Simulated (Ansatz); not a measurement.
Geometry optimisation, Ansatz, RKS PBE-D4/def2-SVP.

Input file:

```yaml
crystal:
  periodic: [false, false, false]
  atoms:
    - { symbol: S, position_ang: [-1.5258, -1.4359, -0.8884] }
    - { symbol: B, position_ang: [-0.1289, -0.2323, -0.6019] }
    - { symbol: Sb, position_ang: [0.6994, -0.0193, 1.4374] }
    - { symbol: H, position_ang: [-0.85762, 0.6617, -0.79845] }
    - { symbol: H, position_ang: [0.326, 0.3907, -1.5128] }
    - { symbol: H, position_ang: [0.7261, 1.7506, 1.3202] }
    - { symbol: H, position_ang: [2.399, -0.1577, 0.8307] }
basis:
  gaussian: { orbitals: def2-SVP }
hamiltonian:
  xc: pbe
  dispersion: d4
relax:
  f_tol: 0.02
  max_steps: 50
```

Command:

```bash
$ ansatz run input.yaml --threads 1 --pin off --max-ram 2048MiB --backend cpu --events-out ev --progress --plain --runs-dir out
```

**Question.** Where does it end, and by what steps?

**Answer.** The forces met the threshold. After 22 steps the energy has fallen by 3.162 eV; S1 moved furthest, 1.64 Å. Parted: B2–H4. Joined: S1–H4.

| step | energy less start (eV) | largest force component (eV/Å) | accepted |
| --- | --- | --- | --- |
| 0 | 0.0000 | 4.116 | yes |
| 1 | -0.5840 | 1.794 | yes |
| 2 | -0.9707 | 1.000 | yes |
| 3 | -1.3956 | 1.148 | yes |
| 4 | -1.6992 | 1.661 | yes |
| 5 | -2.0350 | 1.167 | yes |
| 6 | -2.3642 | 1.000 | yes |
| 7 | -2.6425 | 0.951 | yes |
| 8 | -2.8372 | 1.069 | yes |
| 9 | -2.9806 | 0.802 | yes |
| 10 | -3.0589 | 0.245 | yes |
| 11 | -3.0678 | 0.246 | yes |
| 12 | -3.0758 | 0.117 | yes |
| 13 | -3.0839 | 0.075 | yes |
| 14 | -3.0881 | 0.329 | yes |
| 15 | -3.0932 | 0.315 | yes |
| 16 | -3.1193 | 0.141 | yes |
| 17 | -3.1304 | 0.339 | yes |
| 18 | -3.1406 | 0.425 | yes |
| 19 | -3.1553 | 0.119 | yes |
| 20 | -3.1614 | 0.043 | yes |
| 21 | -3.1606 | 0.084 | no |
| 22 | -3.1618 | 0.007 | yes |

```xyz
7
Properties=species:S:1:pos:R:3
S -1.559 0.173 -0.561
B 0.173 -0.226 -0.542
Sb 1.306 -0.234 1.407
H -1.841 -0.086 -1.875
H 0.736 -0.589 -1.553
H 0.360 1.027 2.127
H 2.464 0.893 0.784
```

Whether the end is a true minimum wasn't checked by a vibrational analysis.

Run time: 55 s on 1 thread of Arm Neoverse V1, on a shared host, peak memory 0.12 GiB.
